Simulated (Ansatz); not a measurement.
`[CH3][SnH][OH]` radical, 8 atoms. Charge 0, multiplicity 2. Correlated methods include outer-core shells of Sn, which these sets cover unevenly. Sn takes the def2 core potential. All runs use 4 threads of an Arm Neoverse V2 on a shared host. Correlated methods freeze the cores. Open-shell runs search over several starts.

Question: Give the basis size and wall time and peak host memory of each of these runs in Ansatz. UKS BHLYP-D4/def2-TZVPP energy; UKS PBE0-D4/def2-TZVP relaxation (7 steps); UHF-CCSD(T)/def2-SVP energy; UKS PBE0-D4/def2-QZVPP energy; UKS ωB97M-V/def2-QZVPP energy; UKS B3LYP-D4/def2-TZVPP energy and forces; UHF-MP2/def2-QZVPP energy; UKS PBE0-D4/def2-TZVP frequencies; UKS ωB97M-V/def2-SVP energy; direct RPA on PBE orbitals/def2-TZVPP energy; UHF-CCSD(T)/def2-TZVPP energy; UKS PBE0-D4/def2-SVP energy. (An estimate is asked.)

Answer: Ansatz gave: Other jobs shared the machine, so times are rough.

```csv
level,job,functions,wall time,peak host memory (GiB)
UKS PBE0-D4/def2-SVP,energy,79,1.1 s,0.35
UKS BHLYP-D4/def2-TZVPP,energy,182,2.6 s,0.46
UKS B3LYP-D4/def2-TZVPP,energy and forces,182,2.8 s,0.44
direct RPA on PBE orbitals/def2-TZVPP,energy,182,4.4 s,0.49
UKS ωB97M-V/def2-SVP,energy,79,4.5 s,0.36
UKS PBE0-D4/def2-QZVPP,energy,346,6 s,1.1
UHF-CCSD(T)/def2-SVP,energy,79,6.5 s,0.54
UHF-MP2/def2-QZVPP,energy,346,11 s,1.4
UKS ωB97M-V/def2-QZVPP,energy,346,15 s,1.4
UKS PBE0-D4/def2-TZVP,relaxation (7 steps),142,17 s,0.36
UKS PBE0-D4/def2-TZVP,frequencies,142,60 s,0.36
UHF-CCSD(T)/def2-TZVPP,energy,182,2.8 min,5.4
```

B3LYP here is the variant with VWN-RPA as its local correlation; programs differ in this.
